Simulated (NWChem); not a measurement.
# CH6CuN; SMILES [CH3][Cu]<-[NH3]

B3LYP is NWChem's, with the RPA form of VWN correlation.

Question: Give the equilibrium geometry at B3LYP/6-31G* (spherical d) (NWChem) as an XYZ file, with the point group.

Answer: point group C3; any orientation.
```
9

Cu     0.0000     0.0000     0.0859
C      0.0000     0.0000     1.9350
H      0.6346     0.7918     2.3650
H      0.3684    -0.9454     2.3650
H     -1.0030     0.1537     2.3650
N      0.0000     0.0000    -1.8195
H      0.1053    -0.9403    -2.2108
H      0.7616     0.5614    -2.2108
H     -0.8670     0.3789    -2.2108
```
